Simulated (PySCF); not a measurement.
BiI2, SMILES [I][Bi+][I] (connectivity only; charge and spin as stated), charge +1, multiplicity 1.

Geometry: PBE-D3(BJ)/def2-SVP. The multiplicity is an assumed one; other spin states were not compared. The isomer is the one that the SMILES or the coordinates give; other isomers of the formula were not compared. The def2 effective core potentials stand for the cores of Bi, I; spin–orbit coupling is left out.

Computed with PBE-D3(BJ)/def2-SVP (PySCF).

Frequencies are harmonic and unscaled.

| mode | ν (cm⁻¹) | IR (km/mol) | Raman (Å⁴/amu) | depolarisation | moving atoms (share of kinetic energy) |
|---|---|---|---|---|---|
| 1 | 56 | 0.2 | 6.9 | 0.63 | I 78 %, Bi 22 % |
| 2 | 187 | 2.8 | 17.8 | 0.12 | I 67 %, Bi 33 % |
| 3 | 189 | 18.3 | 7.8 | 0.75 | I 57 %, Bi 43 % |
